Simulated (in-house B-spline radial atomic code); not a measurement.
Pm+ is squeezed into an impenetrable sphere of radius R (the orbitals vanish at R). No spin polarisation. Method: scalar-relativistic (X2C) PBE, spherical fractional occupations, Fermi nucleus of rms radius 4.962 fm. Calculated with a radial B-spline atomic code at the basis-set limit.

Energies in eV above the free ion in [Xe] 4f5 6s1:

| R (bohr) | highest level (eV) | [Xe] 4f5 6s1 | [Xe] 4f5 6p1 | [Kr] 4d10 4f5 5s2 5p5 5d1 6s1 |
| --- | --- | --- | --- | --- |
| 7.06 | -7.63 | 0.4354 | 4.273 | 22.33 |
| 6.29 | -6.92 | 0.9955 | 5.406 | 22.93 |
| 5.04 | -3.73 | 3.887 | 10.19 | 26.19 |
| 4.22 | 2.37 | 10.41 | 19.27 | 33.63 |
| 3.76 | 9.61 | 19.44 | 30.59 | 43.76 |
| 3.26 | 24.7 | 41.68 | 56.4 | 68.17 |
| 2.41 | 99.2 | 195.7 | 220.7 | 231.5 |
| 2.29 | 121 | 250.6 | 277.8 | 289 |
| 1.83 | 272 | 706.9 | 744.5 | 759.8 |
| 1.24 | 947 | 3703 | 3758 | 3784 |

(1) Does [Xe] 4f5 6p1 fall below [Xe] 4f5 6s1 under compression?

(2) Does [Kr] 4d10 4f5 5s2 5p5 5d1 6s1 fall below [Xe] 4f5 6s1 under compression?

The highest level is first positive in the row R = 4.22 bohr, pushed up by confinement above the zero of the free ion's potential. Each configuration is held fixed and needn't be the lowest in the sphere.

## Answers

(1) No, it stays above over the whole range.

(2) No, it stays above over the whole range.
